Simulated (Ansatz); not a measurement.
Ideal-gas functions of `C[O][Mg][Cl]` at 298.15 K and 1 bar, from an Ansatz frequency run at PBE0-D4/def2-TZVP.

Molar mass 90.79 g/mol, point group C3v (symmetry number 3), electronic degeneracy 1, moments of inertia 3.156, 373.522, 373.523 u Å². Harmonic wavenumbers (cm⁻¹, unscaled): 71, 71, 143, 143, 360, 706, 1190, 1190, 1284, 1486, 1495, 1495, 2977, 3029, 3029.

Use S(trans) = R[1.5 ln M + 2.5 ln T − 1.1517]; rotational temperatures θ = 24.2544 K / I; S(rot) = R[ln(√π/σ · √(T³/θAθBθC)) + 1.5]; for each mode x = 1.438777 ν̃/T, S = R[x/(eˣ − 1) − ln(1 − e⁻ˣ)] and H = RT x/(eˣ − 1); 1 cm⁻¹ = 0.0119627 kJ/mol; R = 8.31446 J/(mol·K).

**Question.** By hand: the entropy, in J/(mol·K).

**Answer.** Translation 165.1. Rotation: θ = 7.6852, 0.0649, 0.0649 K, giving 93.4. Vibration, mode by mode: 17.26, 17.26, 11.56, 11.56, 4.69, 1.25, 0.18, 0.18, 0.12, 0.05, 0.05, 0.05, 0.00, 0.00, 0.00, in all 64.2. Electronic 0.0. Sum 322.7 J/(mol·K).

**Question.** By hand: H − E and G − E in kJ/mol, counted from the electronic energy.

**Answer.** Zero-point energy ½ × 18669 × 0.0119627 = 111.7; thermal vibration 9.0; translation, rotation and pV give 4 RT = 9.9. H − E = 130.6 kJ/mol, and G − E = 130.6 − 298.15 × 322.7/1000 = 34.4 kJ/mol.

Vibration gives 20 % of the entropy, 57.6 J/(mol·K) of it from the modes under 150 cm⁻¹: soft modes count most, and the harmonic formula is weakest for them. The sum counts one conformer and one mirror image; others add a mixing term.
